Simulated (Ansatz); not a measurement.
Frontier orbitals of C7H9ClO2Zr, SMILES `C[O][Zr]([OH])([Cl])[c]1ccccc1`.

```
atom   x (Å)   y (Å)   z (Å)
  C1   3.434   0.465   1.347
  O2   2.442   0.702   0.401
 Zr3   1.214   1.024  -1.008
  O4   1.690   0.183  -2.661
 Cl5   0.803   3.353  -1.238
  C6  -0.656   0.040  -0.347
  C7  -1.076   0.143   0.985
  C8  -2.277  -0.403   1.412
  C9  -3.091  -1.072   0.508
 C10  -2.699  -1.192  -0.817
 C11  -1.496  -0.642  -1.236
 H12   4.260  -0.102   0.906
 H13   3.025  -0.111   2.183
 H14   3.826   1.411   1.733
 H15   2.212  -0.182  -3.370
 H16  -0.456   0.660   1.714
 H17  -2.581  -0.308   2.449
 H18  -4.031  -1.501   0.838
 H19  -3.333  -1.716  -1.524
 H20  -1.209  -0.753  -2.278
```

Total charge 0; spin multiplicity 1. Correlated methods include outer-core shells of Zr, which these sets cover unevenly. Zr takes the def2 core potential. All single points use the PBE0-D4/def2-TZVP geometry. It is one conformer, not always the lowest. Basis def2-TZVPP, the Gaussian-basis code of Ansatz.

| functional | HOMO (eV) | LUMO (eV) | gap (eV) |
| --- | --- | --- | --- |
| PBE | -6.09 | -2.13 | 3.96 |
| revPBE | -6.04 | -2.04 | 4.00 |
| r2SCAN | -6.37 | -2.00 | 4.37 |
| B97M-V | -6.37 | -1.96 | 4.41 |
| PBE0 | -7.20 | -1.34 | 5.86 |
| B3LYP | -6.97 | -1.52 | 5.45 |
| BHLYP | -7.96 | -0.39 | 7.57 |
| LC-ωPBE | -9.65 | 0.76 | 10.41 |
| ωB97M-V | -9.23 | 0.62 | 9.85 |
| HF | -9.03 | 1.62 | 10.65 |

From PBE to PBE0 the HOMO moves by −1.11 eV and the LUMO by +0.79 eV, and with ωB97M-V by −3.14 and +2.75 eV, so the gap grows from 3.96 to 9.85 eV with exact exchange. A positive LUMO is unbound and depends on the basis.

B3LYP here is the variant with VWN-RPA as its local correlation; programs differ in this. LC-ωPBE has ω = 0.4 bohr⁻¹.
